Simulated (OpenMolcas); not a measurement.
## Fe4+ in Cs2GeF6

Fe4+ with its 6 nearest fluoride ions at 1.863 Å, on the Ge site of Cs2GeF6 (a = 9.021 Å, distance in the model lattice 1.804 Å). The rest of the host is ab initio model potentials to 7.6 Å and point charges beyond; the distance is set by hand and nothing relaxes. Ligand basis ANO-RCC-VDZP.

```json
{
  "Program": "OpenMolcas",
  "Method": "SS-CASPT2, IPEA 0.25 Eh, imaginary shift 0.1 Eh (closed shells correlated: 3s 3p and the ligand valence shells)",
  "Basis": "ANO-RCC-VTZP [6s5p3d2f1g]",
  "Scalar Hamiltonian": "DKH2, point nucleus",
  "Active space": "4 electrons in 5 orbitals (3d)",
  "State averaging": "2S+1 = 5 even, 5 roots; 2S+1 = 3 even, 45 roots; 2S+1 = 1 even, 50 roots",
  "Spin-orbit coupling": "RASSI with atomic mean-field integrals over the reference wave functions"
}
```

The lowest spin-free states (labels of O, the rotations of Oh), above the lowest:

| State | Degeneracy | E (cm-1) |
| --- | --- | --- |
| 3T1 | 3 | 0 |
| 5E | 2 | 5170 |
| 2S+1 = 1 | 3 | 6910 |
| 1E | 2 | 7390 |
| 2S+1 = 1 | 1 | 12780 |
| 3E | 2 | 16340 |
| 2S+1 = 3 | 3 | 18780 |
| 2S+1 = 3 | 3 | 19760 |
| 2S+1 = 3 | 1 | 20730 |
| 2S+1 = 3 | 1 | 21650 |
| 2S+1 = 1 | 1 | 22850 |
| 2S+1 = 1 | 3 | 22950 |
| 3E | 2 | 23540 |
| 2S+1 = 1 | 3 | 24950 |
| 1E | 2 | 25860 |
| 5T2 | 3 | 34110 |
| 2S+1 = 3 | 3 | 35600 |
| 2S+1 = 1 | 1 | 39310 |
| 2S+1 = 3 | 3 | 39900 |
| 2S+1 = 1 | 3 | 39900 |

The lowest levels with spin-orbit coupling:

```tsv
E (cm-1)	Degeneracy	2S+1
0	1	3
270	3	3
680	3	3
680	2	3
5690	1	5
5710	3	5
5720	2	5
5730	3	5
5750	1	5
7430	3	1
7910	2	1
13330	1	1
16850	3	3
16880	3	3
18840	1	3
19050	3	3
19530	2	3
19550	3	3
20150	3	3
20160	2	3
```

Powder χT (cm3 K/mol): 0.0236 at 2 K, 0.118 at 10 K, 0.588 at 50 K, 1.11 at 100 K, 1.58 at 200 K, 1.67 at 300 K. The effective moment at 300 K is 2.828 √(χT) = 3.65 μB.

The lowest level has 2S+1 = 3, for which the spin-only value is χT = S(S+1) / 2 = 1.000 cm3 K/mol (g = 2). The computed 1.669 at 300 K differs by +0.669, through orbital momentum, spin-orbit coupling and any other state in reach. With a threefold ground state the orbital momentum is unquenched, so the spin-only value is not expected to hold.

Roots that are degenerate in the reference are averaged as groups; the widest CASPT2 spread within a group is 1100 cm-1 (the 3-fold group of multiplicity 1 near 55400 cm-1 above the lowest state of its run). Shifts and gaps below about the spread of the groups concerned are not significant. Over all roots computed the reference weight is 0.61 to 0.67; the roots of lowest weight are the least certain, and an intruder state may touch them. An orbital triplet at a regular site is open to Jahn-Teller coupling, which can distort the site and quench the lowest spin-orbit gaps and is left out. This shell can be high or low spin here, a state of another spin lies low, and with metal d orbitals alone active their balance is uncertain, so the ground spin may be wrong, although the usual error favours high spin. The least metal-like active orbital is 77 % on the metal (Löwdin) and no ligand orbital is active, so the numbers are rough. Ligand-to-metal charge-transfer states are missing. With no ligand orbital active B as a rule stays too high, so bands that hang on it stand too high and its fall with covalency is understated. With one d shell and no ligand orbital active, 10Dq can be off by a tenth or more. No measured value stands beside these numbers; the geometry was set by hand and not optimised.

A state without a sure symmetry label is named by its multiplicity alone.
